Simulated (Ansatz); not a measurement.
Reactions of C₃H₆FNO (`CN=C(F)OC`).

Isolated molecules relaxed with PBE0-D4/def2-TZVP in Ansatz; ΔE leaves out vibrations. CBS: MP2 limit from def2 TZ/QZ plus the TZ coupled-cluster correction, frozen cores. This one scheme is used for every species, atoms too. For atomizations the MP2-based limit and the directly extrapolated one differ by several kJ/mol either way, and by 10 to 25 for some Ge, Se and Sn compounds, so smaller differences from it don't rank the levels. Double bonds are as drawn, so ΔE can hold a change between cis and trans. DFT in def2-TZVPP. B3LYP here is the variant with VWN-RPA as its local correlation; programs differ in this. No spin–orbit coupling; open shells (•) take unrestricted orbitals. Spin–orbit coupling would lower the free atoms: a little for C, F, O. def2 core potentials past Kr. For As, Ge, I outer-core shells are correlated without core-valence functions, so the limit isn't a true one: a few kJ/mol of doubt a bond, and 10 to 20 or more in all where bonds break to atoms. Scalar relativity is left out up to krypton. One conformer a species, not always the lowest.

| reaction | B3LYP-D4 (eV) | HF/CBS(def2) (eV) |
| --- | --- | --- |
| `C/N=C(\F)OC` + `[OH][GeH3]` → `C[O][GeH3]` + `C/N=C(/O)F` | 0.12 | 0.12 |
| `C/N=C(\F)OC` + H₂ → `C/N=C/OC` + H–F | -0.61 | -0.66 |
| `C/N=C(\F)OC` + H₂O → `C/N=C(\O)OC` + H–F | -0.08 | -0.03 |
| `C/N=C(\F)OC` + H₂O → `C/N=C(/O)F` + CH₃OH | 0.15 | 0.09 |
| `C/N=C(\F)OC` → 3 C• + F• + 6 H• + N• + O• | 49.81 | 34.56 |
| `C/N=C(\F)OC` + HI → `C/N=C(\F)I` + CH₃OH | 0.52 | 0.79 |
| `C/N=C(\F)OC` + `C1[SiH2][AsH]1` → `C[As]1C[SiH2]1` + `C/N=C(/O)F` | -0.49 | -0.38 |
| `C/N=C(\F)OC` → `[CH2]` (triplet) + `C/N=C(/O)F` | 4.05 | 2.64 |

Question: Give the CCSD(T)/CBS values in the same order. (Best estimate.)

Answer: Computed: 0.14, -0.75, -0.14, 0.20, 49.59, 0.47, -0.55, 4.08 eV.

Largest T1 diagnostic: 0.013, for `C/N=C/OC`.
